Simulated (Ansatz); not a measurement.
`CN[BH][AlH2]` + H–F → `CNBF` + `[AlH3]` at 600 K and 1 bar (cleavage of the B–Al bond).

Gas-phase electronic energies from Ansatz, PBE0-D4/def2-TZVP geometries. CCSD(T)/CBS adds triple-zeta CCSD(T) − MP2 to the extrapolated MP2 energy (def2 sets, frozen cores). This one scheme is used for every species. One conformer a species, not always the lowest.

```tsv
species	CCSD(T)/CBS energy (Eh)	H − E (kJ/mol)	S (J/(mol·K))
`CN[BH][AlH2]`	-363.77062	273.4	421.1
H–F	-100.39570	42.3	194.0
`CNBF`	-220.44549	231.8	357.4
`[AlH3]`	-243.78045	74.2	242.3
```

H − E and S are ideal-gas, rigid-rotor, harmonic terms from PBE0-D4/def2-TZVP, for one conformer and one mirror image of each species. 1 Eh = 2625.50 kJ/mol, R = 8.31446 J/(mol·K).

Q: By hand: ΔE, ΔH, ΔS and ΔG.

A: ΔE = (-220.44549) + (-243.78045) − (-363.77062) − (-100.39570) = -0.05962 Eh = -156.5 kJ/mol. Δ(H − E) = 231.8 + 74.2 − 273.4 − 42.3 = -9.7, so ΔH = -166.2 kJ/mol. ΔS = 357.4 + 242.3 − 421.1 − 194.0 = -15.4 J/(mol·K). ΔG = -166.2 − 600 × (-15.4)/1000 = -157.0 kJ/mol.

Q: By hand: the equilibrium constant, and the temperature at which ΔG would vanish if ΔH and ΔS stayed fixed.

A: log₁₀ K = −ΔG/(RT ln 10) = 13.7. ΔG = 0 at ΔH/ΔS = 10792 K, far beyond where these terms or the molecules hold.

ΔH outweighs TΔS. A doubt of 5 kJ/mol in ΔE shifts log₁₀ K by 0.4 here. Other conformers and mirror images would add mixing entropy, several J/(mol·K) or more a flexible species. These are equilibria of isolated gas molecules and say nothing of rates. Largest T1 diagnostic: 0.014 (customary marks: 0.02 for closed shells, 0.045 for open ones).
